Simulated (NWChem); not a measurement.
System: ZnF, doublet; SMILES [F][Zn]

NWChem input:

```
start job
memory heap 200 mb stack 900 mb global 1100 mb
geometry units angstroms noautoz
  Zn     0.000000     0.000000    -0.408660
  F      0.000000     0.000000     1.379919
end
basis spherical
  Zn library def2-svp
  F library def2-svp
end
dft
  odft
  mult 2
  xc b3lyp
  iterations 150
  mulliken
end
task dft energy
```

The geometry was optimised at PBE0-D3(BJ)/def2-TZVP, spin-unrestricted. This spin state was assumed; another may lie lower. No stability test was run on the SCF state. B3LYP is NWChem's, with the RPA form of VWN correlation.

What results follow from this input? (B3LYP/def2-SVP, spin-unrestricted.) Quantities: energy (Ha); highest occupied level (eV); lowest empty minus highest occupied level, either spin (eV); dipole (D); <S²>.


```
Property                                                       Result
-----------------------------------------------------------  --------
energy (Ha)                                                  -1878.93
highest occupied level (eV)                                     -6.21
lowest empty minus highest occupied level, either spin (eV)      2.48
dipole (D)                                                       3.13
<S²>                                                            0.752
```
